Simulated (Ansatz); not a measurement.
**Isomers**

Structures of SiH$_{2}$SO$_{2}$, singlet, relaxed at PBE0-D4/def2-TZVP (vibrations not checked; lower isomers may exist, and structures with a doubtful reference or unclear bonds are left out). Computed with Ansatz 0.2.0 (basis: def2-TZVPP); correlated methods freeze the cores. B3LYP uses VWN-RPA correlation.

(1) Rank them by CCSD(T) energy, lowest first, and give each one's height above the lowest. Links in brackets join atoms within 1.22 times the sum of their covalent radii (1.1 for two metals). (To be estimated.)
A.
SiH₂SO₂ ([O][Si]([OH2])[S])
```
6
angstrom
O -0.0941 1.3412 -0.1286
Si -0.3493 -0.1482 -0.2700
O 1.1681 -0.7920 0.6758
S -1.3176 -1.7447 -0.7975
H 1.1077 -1.6685 1.0783
H 1.5594 -0.1301 1.2632
```
B.
SiH₂SO₂ ([O][SiH][O][SH])
```
6
angstrom
O -1.6119 1.3544 -0.6987
Si -0.1575 0.9568 -0.6155
O 0.4792 -0.3191 0.1533
S -0.4034 -1.4520 1.0157
H 1.0107 1.6277 -1.2067
H 0.6829 -2.1677 1.3519
```
C.
SiH₂SO₂ ([OH][SiH]1[O][S]1)
```
6
angstrom
O -1.2776 1.5187 -0.3563
Si 0.0918 0.6700 -0.2192
O 0.1196 -0.9282 -0.6027
S 0.3888 -0.8176 1.1753
H 1.1755 1.5288 -0.7061
H -2.0925 1.1081 -0.0561
```
D.
SiH₂SO₂ ([OH][Si]([OH])[S])
```
6
angstrom
O -0.2525 1.3033 -0.1278
Si -0.4898 -0.2946 -0.1162
O 0.6146 -0.8175 0.9404
S -1.7812 -1.3290 -1.1215
H -0.8371 1.7890 -0.7160
H 0.6176 -1.7690 1.0760
```

(2) Do PBE-D4, r2SCAN-D4, PBE0-D4, B3LYP-D4, wB97M-V, HF, MP2 give the same order? (A judgement: the text doesn't fix the answer.)

T1 diagnostic: at most 0.019.

For scale, one of the runs: CCSD(T)/def2-TZVPP, 174 basis functions, launched by `ansatz run in.yaml --threads 2 --pin off --events-out ev --progress --plain --max-ram 4352MiB`. Hardware: 2 CPU threads of an Arm Neoverse V2, shared host. Wall time 41 s; peak host memory 1.5 GiB.

## Answers

(1) The calculation gives: D (0.0 kJ/mol), A (194.8 kJ/mol), C (207.4 kJ/mol), B (305.0 kJ/mol). Heights count from the lowest.

(2) The calculation gives: All do.
